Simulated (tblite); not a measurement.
C5H5BrNP.
Structure used (GFN2-xTB), in Å, numbered top down from 1:
```
atom  x, y, z in Å
C1    -1.9371   -1.0399   -0.3341
C2    -1.3044    0.1235   -0.2881
N3     0.0461    0.3153   -0.0162
C4     0.9389   -0.6845    0.2485
C5     2.2033   -0.2536    0.4860
P6     2.3502    1.4995    0.3860
C7     0.6656    1.5345    0.0243
Br8   -0.3013    3.1301   -0.3000
H9    -1.4629   -1.9892   -0.1627
H10   -2.9880   -1.0647   -0.5544
H11   -1.8440    1.0415   -0.4712
H12    0.6041   -1.7043    0.2536
H13    3.0250   -0.9077    0.7105
```

Level: GFN2-xTB in tblite, geometry and Hessian alike; calculated harmonic values, unscaled, isolated species. Against measured fundamentals such values can be off by several per cent, at times by over 20. One conformer, not necessarily the lowest. The optimisation stopped once no atom felt more than 0.01 eV/Å.

Lowest wavenumbers of the output (negative numbers stand for imaginary wavenumbers):
```
mode    cm-1
  1     -27.8
  2     115.8
  3     175.2
  4     221.1
  5     244.5
  6     318.5
  7     411.1
  8     464.3
```

Q: Is this structure a minimum?

A: Not by this Hessian. 1 mode is imaginary beyond 20i (28i cm⁻¹), so at this level the point lies at or near a first-order saddle. The curvature is small, so loose convergence or finite differences may be the whole cause.

Q: Which atoms move in the imaginary mode?

A: 28i: C1 (terminal =CH2 carbon) 25 %, H9 (vinylic hydrogen) 22 %, C2 (vinylic carbon bearing nitrogen) 19 %, H11 (vinylic hydrogen) 18 %. These are shares of the mass-weighted motion.

Q: What is the remedy?

A: Step along that mode in both directions, optimise again with tighter thresholds and repeat the frequencies. The zero-point energy of this point (54.7 kcal/mol) counts the 32 real modes alone, and thermal corrections from it aren't those of a minimum.
